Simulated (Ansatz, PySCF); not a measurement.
Stretching the Sb1–H2 bond in stibine (SMILES [SbH3]) (multiplicity 1 held, fragments rigid). Energies count from the point at 1.714 Å.
Geometry at that point (charge 0, multiplicity 1):
```json
[
 {"atom": "Sb", "x (Å)": "0.0001", "y (Å)": "-0.0005", "z (Å)": "0.0536"},
 {"atom": "H", "x (Å)": "-0.9037", "y (Å)": "-1.0834", "z (Å)": "-0.9198"},
 {"atom": "H", "x (Å)": "-0.4976", "y (Å)": "1.3358", "z (Å)": "-0.8970"},
 {"atom": "H", "x (Å)": "1.3945", "y (Å)": "-0.2254", "z (Å)": "-0.9172"}
]
```

Restricted levels (R-, RO-) in cc, def2 and unpolarised 6-31G sets keep to the state of the molecule at rest. U- levels take the lowest unrestricted solution at each point, which mixes spins at long bonds. Levels need not reach the same state.

Rows in 3-21G carry no dispersion term and start afresh at each structure; the Pople sets are all-electron and without relativity.

Codes used: Ansatz (a quantum-chemistry and plane-wave program) with Gaussian orbitals; PySCF for 3-21G rows. Each number belongs to the level named beside it. In def2 rows elements past Kr take small-core potentials, without spin–orbit coupling.

### Question
One of these levels gives 3.030 eV for the energy at R = 5.484 Å. Which one is it?
(A) R-PBE/def2-TZVPP
(B) U-B3LYP/def2-TZVPP
(C) R-HF/3-21G
(D) R-B3LYP/def2-TZVPP

### Answer
B, U-B3LYP/def2-TZVPP. The others give 6.836 (R-HF/3-21G), 4.233 (R-PBE/def2-TZVPP), 4.657 (R-B3LYP/def2-TZVPP)

Doubts at one or more of the structures used: a restricted determinant that unrestricted orbitals would lower (R-HF/3-21G, R-PBE/def2-TZVPP, R-B3LYP/def2-TZVPP); a spin-contaminated determinant (U-B3LYP/def2-TZVPP).
